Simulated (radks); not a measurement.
Values are calculated unless marked as measured or tabulated.
Q: The cerium ion Ce3+, configuration [Kr] 4d10 4f1 5p6 6p2 (not the ground configuration). Code: a radial shooting solver on a logarithmic mesh with Libxc functionals. Model: scalar-relativistic Kohn-Sham, PBE, spin-polarised, spherical densities, point nucleus; open shells are filled with parallel spins first (spin-orbit coupling, left out, can overturn this in heavy ions). Some entries of the table are withheld. Estimate them.

| orbital | occ. | eigenvalue (eV) | r(max) (bohr) | <r> (bohr) |
|---|---|---|---|---|
| 1s up | 1 | -40311.45 | 0.01574 | 0.02457 |
| 1s down | 1 | -40311.41 | 0.01574 | 0.02457 |
| 2s up | 1 | -6487.848 | 0.08906 | 0.1052 |
| 2s down | 1 | -6487.831 | 0.08906 | 0.1052 |
| 2p up | 3 | -5814.468 | 0.07168 | 0.09236 |
| 2p down | 3 | -5814.441 | 0.07168 | 0.09236 |
| 3s up | 1 | -1428.121 | 0.2546 | 0.2786 |
| 3s down | 1 | -1427.813 | 0.2546 | 0.2786 |
| 3p up | 3 | -1213.992 | 0.2492 | 0.2767 |
| 3p down | 3 | -1213.680 | 0.2492 | 0.2766 |
| 3d up | 5 | -909.9334 | 0.2052 | 0.2536 |
| 3d down | 5 | -909.6855 | 0.2052 | 0.2535 |
| 4s up | 1 | -320.3683 | 0.5929 | 0.6369 |
| 4s down | 1 | -319.4883 | 0.5929 | 0.6367 |
| 4p up | 3 | -250.4169 | 0.6189 | 0.6739 |
| 4p down | 3 | -249.5236 | 0.6189 | 0.6737 |
| 4d up | 5 | -149.6711 | 0.6517 | 0.7411 |
| 4d down | 5 | -148.7503 | 0.6515 | 0.7408 |
| 5s up | 0 | -75.8309 | 1.345 | 1.454 |
| 5s down | 0 | -75.0436 | 1.348 | 1.458 |
| 5p up | 3 | -56.8388 | 1.489 | 1.633 |
| 5p down | 3 | -56.1573 | 1.494 | 1.636 |
| 4f up | 1 | -43.1248 | 0.6974 | (1) |
| 4f down | 0 | -42.2024 | 0.6969 | (2) |
| 5d up | 0 | -31.8778 | 1.848 | 2.123 |
| 5d down | 0 | -31.1968 | 1.847 | 2.098 |
| 6p up | 2 | -21.0727 | 3.413 | 3.568 |
| 5f up | 0 | -13.5163 | 3.424 | 3.760 |
| 7p up | 0 | -10.2279 | 6.414 | 6.382 |

A: 
(1) 4f up <r> (bohr): 0.9825
(2) 4f down <r> (bohr): 0.9849
